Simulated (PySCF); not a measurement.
Task: Write Cartesian coordinates for `F/C=C/[C@@H]1C[SiH2]1` as optimised with PBE0-D3(BJ)/def2-SVP.

Result: 
```xyz
13
C4H7FSi angstrom
F      3.2434    0.5625   -1.0701
C      2.2731    0.4310   -0.1639
C      1.0242    0.1189   -0.5047
C     -0.0887   -0.0141    0.4516
C     -1.1288   -1.1319    0.2258
Si    -1.8294    0.5762    0.0337
H      2.6194    0.6131    0.8586
H      0.8188   -0.0417   -1.5694
H      0.2049    0.1220    1.5002
H     -1.3943   -1.7318    1.1028
H     -0.9814   -1.7455   -0.6703
H     -2.0825    1.0900   -1.3349
H     -2.6777    1.1494    1.1081
```

Orientation and origin are arbitrary. Atoms count from 1 in this order. The 2 C–Si bonds span 1.856 Å (C5–Si6, drawn single) to 1.885 Å (C4–Si6, drawn single), a spread of 0.029 Å. The 3-membered ring C4–C5–Si6 has internal angles of 48.7° to 66.6°. The 3 C–C bonds span 1.332 Å (C2=C3, drawn double) to 1.544 Å (C4–C5, drawn single), a spread of 0.212 Å. Si6 (SiH2 silicon) has angles from 48.7° to 119.7°.

Bonds between heavy atoms (Å): F1–C2 1.334, C2=C3 1.332, C3–C4 1.473, C4–C5 1.544, C5–Si6 1.856, C4–Si6 1.885.

Method: PySCF 2.14.0, PBE0-D3(BJ)/def2-SVP geometry optimisation, gas phase.

Point group: C1 (no symmetry element, even within 0.4 Å). Not checked by PBE0-D3(BJ)/def2-SVP frequencies. The numbers are those of one conformer (C2–C3–C4–C5 -142°).

Time: 58 s of wall time; peak memory 0.51 GiB. Hardware: one thread of an Arm Neoverse V1, on a shared host. These figures are those of the optimisation.
